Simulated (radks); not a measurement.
The numbers below are computed, except where a source is named.
Problem. Species: N III. Configuration: [He] 2s1 2p2 (not the ground configuration). Code: a radial shooting solver on a logarithmic mesh with Libxc functionals. Model: scalar-relativistic Kohn-Sham, PBE, spin-polarised, spherical densities, finite nucleus; open shells are filled with parallel spins first; Fermi nuclear charge, rms radius 2.5582 fm. Some entries of the table are withheld. Estimate them.

orbital,occ.,eigenvalue (eV),<r> (bohr),<1/r> (bohr^-1)
1s up,1,(1),(2),6.642
1s down,1,(3),(4),6.657
2s up,1,-51.2269,1.159,1.251
2p up,2,(5),1.123,1.151

Solution. 
(1) 1s up eigenvalue (eV): -423.1479
(2) 1s up <r> (bohr): 0.2297
(3) 1s down eigenvalue (eV): -420.5608
(4) 1s down <r> (bohr): 0.2289
(5) 2p up eigenvalue (eV): -39.4774
